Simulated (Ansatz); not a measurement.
Total energies of SbMe2I (C₂H₆ISb) from Ansatz at r2SCAN-D4/def2-TZVPD, gas phase (1 Eh = 27.2114 eV = 2625.5 kJ/mol). The reference geometry is relaxed at B3LYP-D4/def2-SVP.

| state | geometry | energy (Eh) |
| --- | --- | --- |
| charge 0 singlet | reference | -618.02369 |
| charge -1 doublet | reference | -618.03718 |
| free Sb atom (quartet) | – | -240.31028 |
| free C atom (triplet) | – | -37.83299 |
| free H atom (doublet) | – | -0.49993 |
| free I atom (doublet) | – | -297.79517 |

In the def2 sets I, Sb take a core potential; there is no spin–orbit coupling.

(1) Work out the vertical electron affinity, to the doublet.

(2) What is the binding energy per atom against free atoms?

(1) E(charge 0 singlet) − E(charge -1 doublet) = -618.02369 − (-618.03718) = 0.01349 Eh = 0.37 eV.

(2) Atoms: 1 × (-240.31028) + 2 × (-37.83299) + 6 × (-0.49993) + 1 × (-297.79517) = -616.77101 Eh. Binding: -616.77101 − (-618.02369) = 1.25268 Eh = 34.09 eV, or 3.41 eV for each of 10 atoms (no zero-point energy, no counterpoise term).

At r2SCAN-D4/def2-TZVPD the highest occupied level of the charge -1 doublet lies above zero (up to 1.62 eV). By energy differences its removal costs 0.37 eV (vertical, to the charge 0 singlet, at r2SCAN-D4/def2-TZVPD); a positive level beside a positive removal energy at the same level points to self-interaction error.
